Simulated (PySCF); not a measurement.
# Simulated absorption spectrum

Species: C₁₁H₁₂.
InChI=1S/C11H12/c1-2-9-7-8-10-5-3-4-6-11(9)10/h3-7H,2,8H2,1H3

The calculation used TDDFT CAM-B3LYP/def2-SVPD, vertical, gas phase, core orbitals frozen in the response (PySCF 2.14.0, density-fitted response routines). The structure is a single PBE0-D3(BJ)/def2-SVP conformer in the gas phase; no vibrational or solvent corrections. Torsions of this conformer, `[CH3:1][CH2:2][C:3]1=[CH:4][CH2:5][c:6]2[cH:7][cH:8][cH:9][cH:10][c:11]21`: C1–C2–C3–C4 -105°.

Each state is given a Gaussian of 0.3 eV full width at half maximum, with ε(max) = 2.175×10⁸ f / Δν̃ (Δν̃ the width in cm⁻¹). The width is an assumption, not a result. The curve ends short of the highest state used, and states not computed would add to its high-energy end.

```
λ (nm)  ε (L mol⁻¹ cm⁻¹)
 187.5             19122
 189.0             27277
 190.6             34774
 192.1             37797
 193.7             35600
 195.2             29949
 196.8             23183
 198.3             18440
 199.9             15811
 201.4             14866
 203.0             14107
 204.5             12739
 206.1             10392
 207.6              7751
 209.1              5219
 210.7              3062
 212.2              1678
 213.8               796
 215.3               360
 216.9               141
 218.4                54
 220.0                19
 221.5                12
 223.1                24
 224.6                62
 226.2               165
 227.7               376
 229.3               818
 230.8              1554
 232.4              2813
 233.9              4520
 235.5              6891
 237.0              9487
 238.6             12345
 240.1             14734
 241.7             16566
 243.2             17335
 244.8             17035
 246.3             15795
 247.9             13716
 249.4             11381
 251.0              8824
 252.5              6615
 254.1              4625
 255.6              3161
 257.2              2012
 258.7              1265
 260.3               739
 261.8               431
 263.4               233
 264.9               127
 266.5                64
 268.0                33
 269.6                16
 271.1                 7
 272.7                 3
```

(1) Where are the band maxima, and which computed states make them?

(2) On this curve, what absorbance would a 10⁻⁵ mol/L sample give at 248 nm over a 1 cm path?

(3) Coming from long wavelengths, where does ε first pass 100 L mol⁻¹ cm⁻¹?

Answers

(1) 244 nm (5.09 eV), ε about 17000, made up of S2 (96%); 192 nm (6.45 eV), ε about 38000, made up of S5 (97%) (ε in L mol⁻¹ cm⁻¹; maxima over ε = 5, shares over 10%). The states used: S1 5.00 eV (f 0.010); S2 5.09 eV (f 0.186); S3 6.10 eV (f 0.135); S4 6.25 eV (f 0.022); S5 6.45 eV (f 0.408); S6 6.74 eV (f 0.040); S7 6.77 eV (f 0.0036); S8 6.97 eV (f 0.017); S9 7.06 eV (f 0.0053); S10 7.21 eV (f 0.023).

(2) 248 nm is 4.999 eV, where ε is about 14000 L mol⁻¹ cm⁻¹, so A = ε c l ≈ 0.14 (Beer–Lambert, with the gas-phase spectrum and the assumed width).

(3) At about 265 nm (4.67 eV), 0.33 eV below S1.

Time: 2.9 min (grids of density and orbitals included); peak memory 1.7 GiB. Hardware: Arm Neoverse V1, one thread, shared host.
